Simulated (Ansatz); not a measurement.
`C[O][Ge][OH]`, relaxed with RKS PBE0-D4/def2-TZVP in Ansatz 0.2.0 from a GFN2-xTB geometry. The force threshold is 0.005 eV/Å; the program also tests the step.

Charge 0, multiplicity 1.

Start:

```xyz
8

C    -0.476   -1.097   -0.394
O     0.651   -0.772    0.382
Ge    1.427    0.677    0.999
O     0.297    1.917    0.330
H    -1.154   -1.715    0.200
H    -1.002   -0.197   -0.718
H    -0.154   -1.664   -1.271
H     0.411    2.852    0.473
```

Question: By how much does the energy fall, and how many steps does the optimiser take? (An estimate is asked.)

Answer: Ansatz gave: 7.21 kJ/mol, in 7 steps.

Question: Which bonds change most? (An estimate is asked.)

Answer: Ansatz gave: O2–Ge3 from 1.755 to 1.769 Å; O4–H8 from 0.953 to 0.961 Å; Ge3–O4 from 1.806 to 1.800 Å; C1–O2 from 1.406 to 1.412 Å.

Question: Give the relaxed structure. (Estimate.)

Answer: Ansatz gave: 
```xyz
8

C    -0.443   -1.034   -0.366
O     0.712   -0.843    0.423
Ge    1.406    0.682    0.990
O     0.196    1.790    0.249
H    -1.161   -1.644    0.191
H    -0.917   -0.090   -0.642
H    -0.168   -1.575   -1.276
H     0.376    2.716    0.431
```
